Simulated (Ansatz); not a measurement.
A small benchmark: atomisation enthalpy at 298 K

6 molecules holding an element past argon; the atomisation enthalpy at 298 K in kJ/mol, computed less measured. Shapes, held fixed at every level: PBE0-D4/def2-TZVP. Thermal terms are harmonic and unscaled (PBE0-D4/def2-TZVP); the spin-orbit lowering of the free atoms is taken from their spectra. Programs: Ansatz 0.2.0. Measured values: Active Thermochemical Tables, CRC Handbook of Chemistry and Physics.

Levels: A = r2SCAN/STO-3G; B = wB97M-V/def2-TZVPP; C = MP2/def2-SVP; D = CCSD/def2-TZVPP.

```csv
molecule,from tabulated heats,A,B,C,D
HI (hydrogen iodide),298,+67,-13,-40,-14
I2 (iodine),151,+27,-33,-64,-52
HOI (hypoiodous acid),635,-51,-21,-96,-67
AsH3 (arsine),890,+334,-9,-122,-38
CH3Br (bromomethane),1519,+331,-6,-83,-55
GeH4 (germane),1153,+677,+11,-76,+10
```

(1) Sum up the errors.

Answers

(1) 
```csv
level,kind,mean error,mean absolute error,worst case
r2SCAN/STO-3G,meta-GGA,+230.8,247.8,GeH4
wB97M-V/def2-TZVPP,range-separated hybrid,-11.8,15.5,I2
MP2/def2-SVP,perturbation theory,-80.2,80.2,AsH3
CCSD/def2-TZVPP,coupled cluster or CI,-36.0,39.3,HOI
```

On this set wB97M-V/def2-TZVPP has the smallest mean absolute error and r2SCAN/STO-3G the largest. r2SCAN/STO-3G is too high in 5 of 6; wB97M-V/def2-TZVPP is too low in 5 of 6; MP2/def2-SVP is too low in 6 of 6; CCSD/def2-TZVPP is too low in 5 of 6. The molecules' own spin-orbit lowering is left out, so errors for iodides read a little too negative. Heats of the atoms come from ATcT where it has them. The levels differ in basis as well as in method. Correlated wave functions converge slowly with the basis. CCSD also lacks the triples, which bind further. For atoms past krypton def2 sets carry core potentials with scalar relativity. All-electron rows are non-relativistic unless named. Relativity is left out for As, Br, Ge. Outer-core shells of As, Br, Ge, I are correlated, in sets that cover them unevenly. The set is small.
